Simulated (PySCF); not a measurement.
## Absolute configuration from chiroptical data

Theory: TDDFT B3LYP/aug-cc-pVDZ circular dichroism and optical rotation, one conformer, gas phase in PySCF. Geometry: GFN2-xTB.

Values for one enantiomer of C5H7NSi2, R in 10⁻⁴⁰ esu² cm² (velocity form):
| λ (nm) | f | R |
| --- | --- | --- |
| 257 | 0.013 | -2.4 |
| 242 | 0.0008 | -5.5 |
| 232 | 0.003 | +10.5 |
| 220 | 0.001 | -2.0 |
| 207 | 0.026 | -11.1 |
| 205 | 0.0002 | -1.0 |
| 203 | 0.062 | 0.0 |
| 200 | 0.030 | +13.2 |

[α] at 589.3 nm: +167 deg dm⁻¹ (g/mL)⁻¹ (origin-invariant length gauge).

(1) Which structure gives these signs?
A. C#C[C@H]1[SiH2]C[Si@H]1C#N
B. C#C[C@@H]1[SiH2]C[Si@@H]1C#N

## Answers

(1) B. Its CIP labels in SMILES order are R, S; the other enantiomer gives every sign reversed.

Geometry of C#C[C@@H]1[SiH2]C[Si@@H]1C#N as run:
```xyz
15

C     2.680   -1.285   -0.666
C     1.597   -1.091   -0.190
C     0.298   -0.824    0.345
Si   -1.218   -1.056   -0.848
C    -1.779    0.710   -0.328
Si   -0.166    1.028    0.654
C     0.958    2.178   -0.289
N     1.636    2.894   -0.873
H     3.629   -1.465   -1.072
H     0.175   -1.410    1.260
H    -0.837   -1.172   -2.252
H    -2.121   -2.136   -0.445
H    -2.672    0.722    0.292
H    -1.964    1.397   -1.149
H    -0.220    1.517    2.033
```
